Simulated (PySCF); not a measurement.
A GIAO shielding run with PySCF 2.14 (density fitting, non-relativistic, gas phase) on `[C@@H]1(C=C)C[C@]1(CC)C(=O)F`, C$_{8}$H$_{11}$FO:

```
$ OMP_NUM_THREADS=1 python probes_run.py task.json out

{"job": {"kind": "nmr", "xc": "PBE0", "basis": "pcSseg-1"}, "charge": 0, "multiplicity": 1}
C      3.274423     0.214982     0.762554
C      2.182953     0.705975     0.198039
C      1.113886    -0.142962    -0.346847
C      0.178803     0.346497    -1.403131
C     -0.373363     0.104188    -0.021392
C     -1.248561    -1.111774     0.230691
C     -2.683183    -0.879309    -0.237406
C     -0.722867     1.242531     0.832973
O     -1.366806     1.258266     1.826503
F     -0.222103     2.435390     0.369622
H      3.434763    -0.846360     0.860755
H      4.049117     0.854322     1.147088
H      2.048328     1.774283     0.110708
H      1.371752    -1.196277    -0.368597
H     -0.126796    -0.339366    -2.178478
H      0.279364     1.369604    -1.732964
H     -0.828022    -1.969895    -0.296480
H     -1.248811    -1.332437     1.300142
H     -3.276529    -1.776650    -0.081891
H     -3.137791    -0.066966     0.323111
H     -2.707477    -0.627100    -1.295470
```

Hardware: 1 thread of an Arm Neoverse V2, shared host. The job also computes population analyses, field gradients, ring-centre shieldings.

Question: How large is the calculation?

Answer: 76 electrons, 225 basis functions and 1160 auxiliary functions.

Question: How long does it take, and how much memory does it need?

Answer: 50 s of wall time, with 14 SCF cycles and 5 response iterations; peak memory 1.1 GiB. Times on a shared host scatter by some tens of per cent.
